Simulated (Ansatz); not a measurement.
## Ligand exchange: InH3 + C2H3FI2 → InH2I + C2H4FI

Species: InH3 `[InH3]`, singlet; C2H3FI2 `FC(I)CI`, singlet; InH2I `[InH2][I]`, singlet; C2H4FI `CC(F)I`, singlet. The partners trade H for I: In–H and C–I bonds give way to In–I and C–H.

Shapes, held fixed at every level: PBE0-D4/def2-TZVP. Flexible molecules stand in one conformer, not always the lowest. Programs: Ansatz 0.2.0. The zero-point and thermal change to 298 K, harmonic and unscaled (PBE0-D4/def2-TZVP), is +13.0 kJ/mol.

Question: Estimate ΔH(298 K) of this reaction.

Answer: The highest level, CCSD(T)/def2-TZVPP, gives ΔH(298 K) = -190.0 kJ/mol; the levels span -222.0 to -187.8. The column of differences is taken from that level and isn't an error. No measured value is set beside it here. For atoms past krypton def2 sets carry core potentials with scalar relativity. Outer-core shells of I, In are correlated in most correlated rows, in sets that cover them unevenly.

```
             level                    kind  ΔH(298 K) (kJ/mol)  less CCSD(T)/def2-TZVPP
     HF/def2-TZVPP            Hartree–Fock              -222.0                    -32.0
 PBE-D4/def2-TZVPP                     GGA              -187.8                     +2.2
wB97M-V/def2-TZVPP  range-separated hybrid              -195.1                     -5.1
wB97X-V/def2-TZVPP  range-separated hybrid              -196.0                     -6.0
 B2PLYP/def2-TZVPP           double hybrid              -199.1                     -9.1
    MP2/def2-TZVPP     perturbation theory              -194.5                     -4.5
     CCSD/def2-SVP   coupled cluster or CI              -209.4                    -19.4
CCSD(T)/def2-TZVPP   coupled cluster or CI              -190.0                      0.0
```
